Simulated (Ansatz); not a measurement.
## One elementary step

Start structure (SnH$_{6}$F$_{2}$, singlet), relaxed at PBE0-D4/def2-TZVP:

Sn1  (-0.358, -0.164, -1.366)
H2  (0.512, -1.129, -0.223)
H3  (-0.364, -1.105, -2.788)
H4  (-1.935, 0.058, -0.788)
H5  (0.494, 1.280, -1.606)
H6  (0.153, 0.944, 1.912)
F7  (-0.305, 1.585, 1.411)
H8  (0.850, -0.900, 1.287)
F9  (0.953, -0.569, 2.161)
(Å)

The step: SnH₄ + HF + HF → SnH₃F ([F][SnH3]) + HF + H₂; bonds formed: Sn1–F7, H2–H8, H6–F9; bonds broken: Sn1–H2, H6–F7, H8–F9. Ansatz 0.2.0; basis: def2-TZVPP and def2-QZVPP; cores frozen in the correlated methods. Filled d shells of the heavier atoms are correlated. Core potentials replace the inner electrons of the atoms past krypton. The def2 sets are not built for correlating such inner shells, so the correlated values are less sure here. Extrapolation: Hartree–Fock as exp(−7.88 √X), correlation as X^−2.97. Energies below are by CCSD(T) at an estimated basis limit (MP2 extrapolated from triple and quadruple zeta, plus CCSD(T) − MP2 in triple zeta).

(1) What are the electronic barrier and the energy of the step, from the start structure to the end structure? (Judge from chemistry; the value comes from the calculation.)

T1 diagnostic: at most 0.014. The end structure is not quite a true minimum (one mode of 27i cm⁻¹).

Results:

(1) Computed: Barrier 1.204 eV; step energy -0.402 eV (downhill); reverse barrier, their difference, 1.606 eV. Barrier and step energy count from the start structure, the reverse barrier from the end structure.

The saddle point: One imaginary mode of 916i cm⁻¹.
```
  pair  start (Å)  saddle (Å)  end (Å)
Sn1–F7       3.28        2.23     1.96
 H2–H8       1.56        0.89     0.75
 H6–F9       1.73        1.11     0.94
Sn1–H2       1.73        1.97     4.57
 H6–F7       0.93        1.16     1.62
 H8–F9       0.94        1.31     2.49
```

Zero-point energy (harmonic, PBE0-D4): ZPE is 1.372 eV at the start and 1.289 eV at the saddle, so the barrier goes from 1.204 to 1.121 eV.

Labels in which every atom is bracketed show which atoms are joined, not bond orders.

For scale, one of the runs: CCSD(T)/def2-TZVPP, 196 basis functions (an equivalent command: `ansatz run in.yaml --threads 4`). Time: 76 s of wall clock on 4 CPU threads; the host was shared. Peak host memory: 2.7 GiB.
